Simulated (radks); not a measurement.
The nuclear charge of the ruthenium ion Ru+ is varied continuously with 43 electrons held in [Kr] 4d7. Method: scalar-relativistic Kohn-Sham, PBEsol, spin-polarised, spherical densities, finite nucleus; open shells are filled with parallel spins first (spin-orbit coupling, left out, can overturn this in heavy ions); Fermi nuclear charge, rms radius 4.4809 fm; computed with a radial shooting solver on a logarithmic mesh with Libxc functionals. By the Hellmann-Feynman theorem dE/dZ = E(electron-nucleus)/Z, the electronic potential at the nucleus (averaged over a nucleus of fixed radius). The scalar-relativistic energy here is not variational (the density holds large components alone), so the two differ by a part that grows with Z.

\begin{tabular}{lrrrrr}
Z & E (hartree) & E(electron-nucleus)/Z (hartree) & HOMO & e(HOMO) (eV) & <r> HOMO (bohr) \\ \hline
43.6 & -4429.29128 & -244.967 & 4d & -7.055 & 1.785 \\
43.8 & -4478.56207 & -246.512 & 4d & -9.157 & 1.720 \\
44 & -4528.14380 & -248.056 & 4d & -11.401 & 1.663 \\
44.2 & -4578.03626 & -249.599 & 4d & -13.777 & 1.613 \\
44.4 & -4628.23929 & -251.141 & 4d & -16.279 & 1.568 \\
44.6 & -4678.75280 & -252.682 & 4d & -18.901 & 1.526 \\
44.8 & -4729.57673 & -254.224 & 4d & -21.638 & 1.489 \\
45 & -4780.71106 & -255.765 & 4d & -24.486 & 1.454 \\
\end{tabular}

The central difference of E at Z = 44 is -248.685 hartree, to compare with the third column; the second derivative is -7.77 hartree.
